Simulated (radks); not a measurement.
Results of a calculation; reference values are marked as such.
Problem. All-electron atom: Fe IV in [Ar] 3d5. Level of theory: scalar-relativistic Kohn-Sham, Slater X-alpha with alpha = 0.673, spin-unpolarised, spherical densities, finite nucleus; Fermi nuclear charge, rms radius 3.7377 fm (a radial shooting solver on a logarithmic mesh with Libxc functionals). Some entries of the table are withheld. Estimate them.

orbital  occ.  eigenvalue (eV)  <1/r> (bohr^-1)
1s          2        -7020.615            25.93
2s          2        -854.6139            5.546
2p          6              (1)            5.449
3s          2        -129.1038            1.759
3p          6              (2)            1.626
3d          5         -41.9620            1.310

Solution. 
(1) 2p eigenvalue (eV): -734.6853
(2) 3p eigenvalue (eV): -95.3000
